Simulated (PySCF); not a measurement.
H2Te, charge -1, doublet, at the geometry of the source list (a state made from the parent by changing its charge; the spin is typed, not shown lowest) (core potentials on Te) (in this run its highest filled SCF level lies above zero, so its values depend strongly on the basis, on diffuse functions most of all). Base run: PBE0/def2-SVP (PySCF).

PySCF was given this input:
```python
from pyscf import gto, scf, dft

mol = gto.Mole()
mol.atom = '''
    Te   -0.001700    0.789100    0.000000
    H    -1.139100   -0.398000    0.000000
    H     1.140800   -0.391000    0.000000
'''
mol.basis = 'def2-svp'
mol.ecp = {'Te': 'def2-svp'}
mol.charge = -1
mol.spin = 1
mol.verbose = 4
mol.build()

mf = dft.UKS(mol)
mf.xc = 'pbe0'
mf.kernel()
mf.analyze()
```

Variants of this job, named by their change:

```
change                                                                                                                  ΔE vs base (mEh)  fitting functions        outcome
----------------------------------------------------------------------------------------------------------------------  ----------------  -----------------  -------------
base                                                                                                                               0.000                  -      converged
auxbasis = autoaux                                                                                                                -0.113                264      converged
auxbasis = cc-pvtz-ri                                                                                                                  -                  -  input refused
auxbasis = cc-pvtz-jkfit                                                                                                               -                  -  input refused
auxbasis = even-tempered beta=3.0                                                                                                -66.840                182      converged
auxbasis = def2-tzvp-ri                                                                                                                -                  -  input refused
exchange = seminumerical (SGX) (with mf = sgx.sgx_fit(mf, auxbasis='def2-universal-jfit'); with mf.with_df.dfj = True)            -0.436                 80      converged
auxbasis = def2-universal-jkfit                                                                                                   -0.069                254      converged
only_dfj = on; auxbasis = def2-universal-jfit                                                                                     -0.438                 80      converged
auxbasis = cc-pvqz-jkfit                                                                                                               -                  -  input refused
```

A fitting set is made for a task (jfit for Coulomb, jkfit for Coulomb and exchange, ri for correlation) and for a family of orbital bases.

Open shells are given as the SCF converged; they aren't shown to be the lowest states, and a large step between rows can be another state.

- auxbasis = cc-pvtz-ri: ended with `pyscf.lib.exceptions.BasisNotFoundError: Basis set not found for Te in cc-pvtz-ri`
- auxbasis = cc-pvtz-jkfit: ended with `pyscf.lib.exceptions.BasisNotFoundError: Basis set not found for Te in cc-pvtz-jkfit`
- auxbasis = def2-tzvp-ri: ended with `pyscf.lib.exceptions.BasisNotFoundError: Basis set not found for Te in def2-tzvp-ri`
